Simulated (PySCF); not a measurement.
# Relaxation of singlet MnH₇

These are results of PySCF, BP86, basis Mn def2-TZVP, H def2-TZVP (no relativity, density fitting), not measurements. A (50,194) grid was used.

A start at or just off a symmetric point, pushed along the force that breaks its symmetry, of C3v symmetry, free to break it:

Coordinates in bohr (charge 0 multiplicity 1):
```
Mn    0.0000    0.0000    0.0958
H     0.0015    0.0000    3.1895
H     2.7779   -0.0006   -0.5465
H    -1.3889    2.4063   -0.5446
H    -1.3898   -2.4057   -0.5446
H     0.8049    1.3952   -2.2590
H    -1.6123    0.0003   -2.2579
H     0.8043   -1.3956   -2.2590
```

Optimiser trace:
```json
{"step": "0", "E − E(last) (kJ/mol)": "125.68", "largest gradient (Eh/bohr)": "0.00107"}
{"step": "2", "E − E(last) (kJ/mol)": "125.66", "largest gradient (Eh/bohr)": "0.00053"}
{"step": "4", "E − E(last) (kJ/mol)": "125.45", "largest gradient (Eh/bohr)": "0.00346"}
{"step": "6", "E − E(last) (kJ/mol)": "122.09", "largest gradient (Eh/bohr)": "0.01312"}
{"step": "8", "E − E(last) (kJ/mol)": "113.46", "largest gradient (Eh/bohr)": "0.01771"}
{"step": "10", "E − E(last) (kJ/mol)": "79.37", "largest gradient (Eh/bohr)": "0.01517"}
{"step": "12", "E − E(last) (kJ/mol)": "66.17", "largest gradient (Eh/bohr)": "0.01567"}
{"step": "14", "E − E(last) (kJ/mol)": "53.21", "largest gradient (Eh/bohr)": "0.00735"}
{"step": "16", "E − E(last) (kJ/mol)": "50.43", "largest gradient (Eh/bohr)": "0.00407"}
{"step": "18", "E − E(last) (kJ/mol)": "47.13", "largest gradient (Eh/bohr)": "0.01120"}
{"step": "20", "E − E(last) (kJ/mol)": "39.73", "largest gradient (Eh/bohr)": "0.02027"}
{"step": "22", "E − E(last) (kJ/mol)": "27.63", "largest gradient (Eh/bohr)": "0.00801"}
{"step": "24", "E − E(last) (kJ/mol)": "16.19", "largest gradient (Eh/bohr)": "0.01130"}
{"step": "26", "E − E(last) (kJ/mol)": "10.19", "largest gradient (Eh/bohr)": "0.00865"}
{"step": "28", "E − E(last) (kJ/mol)": "7.05", "largest gradient (Eh/bohr)": "0.00627"}
{"step": "30", "E − E(last) (kJ/mol)": "4.59", "largest gradient (Eh/bohr)": "0.00507"}
{"step": "32", "E − E(last) (kJ/mol)": "2.09", "largest gradient (Eh/bohr)": "0.00368"}
{"step": "34", "E − E(last) (kJ/mol)": "1.35", "largest gradient (Eh/bohr)": "0.00242"}
{"step": "36", "E − E(last) (kJ/mol)": "0.83", "largest gradient (Eh/bohr)": "0.00319"}
{"step": "38", "E − E(last) (kJ/mol)": "0.36", "largest gradient (Eh/bohr)": "0.00396"}
{"step": "40", "E − E(last) (kJ/mol)": "0.11", "largest gradient (Eh/bohr)": "0.00103"}
{"step": "42", "E − E(last) (kJ/mol)": "0.02", "largest gradient (Eh/bohr)": "0.00045"}
{"step": "44", "E − E(last) (kJ/mol)": "0.00", "largest gradient (Eh/bohr)": "0.00033"}
{"step": "45", "E − E(last) (kJ/mol)": "0.00", "largest gradient (Eh/bohr)": "0.00015"}
```

It ends at C2 with H–H 0.918 Å (×2), Mn–H 1.488 Å, Mn–H 1.518 Å (×2), Mn–H 1.593 Å (×2), Mn–H 1.632 Å (×2); H–H–Mn 71.1° (×2), H–H–Mn 75.8° (×2), H–Mn–H 33.0° (×2), H–Mn–H 56.4° (×2), H–Mn–H 71.9° (×2), H–Mn–H 75.7° (×2), H–Mn–H 83.2° (×2), H–Mn–H 92.1° (×2), H–Mn–H 97.1° (×2), H–Mn–H 104.7° (×2), H–Mn–H 112.8°, H–Mn–H 151.4°, H–Mn–H 154.0° (×2), H–Mn–H 165.8° (after a last refinement on a finer grid). A frequency run shows a minimum.

Final geometry:
```xyz
8
charge 0 multiplicity 1, angstrom
Mn    0.0401    0.0007    0.0410
H    -0.9302   -0.4371    1.2783
H     1.2918    0.4434   -0.9084
H    -0.9917    1.0979   -0.1445
H    -1.0564   -1.0205    0.5810
H     0.5877    1.0122   -1.0607
H    -0.9995   -0.0175   -1.0227
H    -0.1027   -1.1171   -0.9753
```
